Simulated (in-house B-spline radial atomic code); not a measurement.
Relativistic effects in neutral manganese, [Ar] 3d5 4s2: non-relativistic Hartree-Fock (point nucleus) against Dirac-Hartree-Fock (Fermi nucleus of rms radius 3.7057 fm), both averages of the configuration, computed with an all-electron radial atomic-structure program (B-spline basis).

```
orbital  ε NR (Eh)  ε Dirac (Eh)  <r> NR (bohr)  <r> Dirac (bohr)  change of <r> (%)
  1s1/2    -240.58       -242.64        0.06153           0.06086               -1.1
  2s1/2     -29.16       -29.586         0.2806            0.2775               -1.1
  2p1/2    -24.862       -25.197         0.2475            0.2444               -1.3
  2p3/2    -24.862       -24.806         0.2475            0.2473               -0.1
  3s1/2     -3.851             ?         0.8588                 ?                  ?
  3p1/2    -2.5111       -2.5552         0.9113            0.9024               -1.0
  3p3/2    -2.5111       -2.5052         0.9113            0.9109                0.0
  3d3/2   -0.56117      -0.55133          1.158             1.162               +0.4
  3d5/2   -0.56117             ?          1.158                 ?                  ?
  4s1/2   -0.25135      -0.25442          3.349             3.315               -1.0
```

Q: What happens to 3d5/2?

A: Its energy goes to -0.54691 hartree and <r> to 1.168 bohr (+0.82 %).

Q: What happens to 3s1/2?

A: Its energy goes to -3.9168 hartree and <r> to 0.8508 bohr (-0.94 %).

Q: What explains the pattern of contraction and expansion?

A: Expansion is seen in 3d3/2, 3d5/2. The s and p1/2 orbitals contract directly, screen the nucleus better, and so push out orbitals that have little density near the nucleus; spin-orbit coupling adds to this for j = l + 1/2 and opposes it for j = l - 1/2.

Q: By how much does the total energy change?

A: By -7.6961 hartree, from -1149.626 to -1157.322.
